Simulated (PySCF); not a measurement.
PySCF 2.14 output of an unrestricted LDA calculation on a single atom or ion in def2-SVP, with no relativity, point nucleus:

```
SCF conv_tol = 1e-09
number electrons alpha = 15  beta = 10
    P. A. M. Dirac.,  Math. Proc. Cambridge Philos. Soc. 26, 376 (1930)
    F. Bloch.,  Z. Phys. 57, 545 (1929)
    S. H. Vosko, L. Wilk, and M. Nusair.,  Can. J. Phys. 58, 1200 (1980)
cycle= 1 E= -1260.69734194431  delta_E= -0.00242  |g|= 0.101  |ddm|= 0.277
cycle= 2 E= -1260.6967903883  delta_E= 0.000552  |g|= 0.106  |ddm|= 0.158
cycle= 3 E= -1260.70107744261  delta_E= -0.00429  |g|= 0.00093  |ddm|= 0.0805
cycle= 4 E= -1260.70107772842  delta_E= -2.86e-07  |g|= 7.23e-05  |ddm|= 0.000672
cycle= 5 E= -1260.7010777305  delta_E= -2.08e-09  |g|= 5.18e-06  |ddm|= 7.59e-05
cycle= 6 E= -1260.70107773051  delta_E= -9.78e-12  |g|= 2.42e-08  |ddm|= 3.62e-06
converged SCF energy = -1260.70107773051  <S^2> = 8.7504041  2S+1 = 6.0001347
```

The run itself started from symmetry-adapted Hartree-Fock orbitals and held the occupation by maximum overlap, on a logarithmic radial grid, so the iterations belong to that start.

Which element, charge and spin multiplicity is this?

Fe⁺ (iron, charge +1), multiplicity 6; the state was [Ar] 3d6 4s1, high-spin 6D determinant.
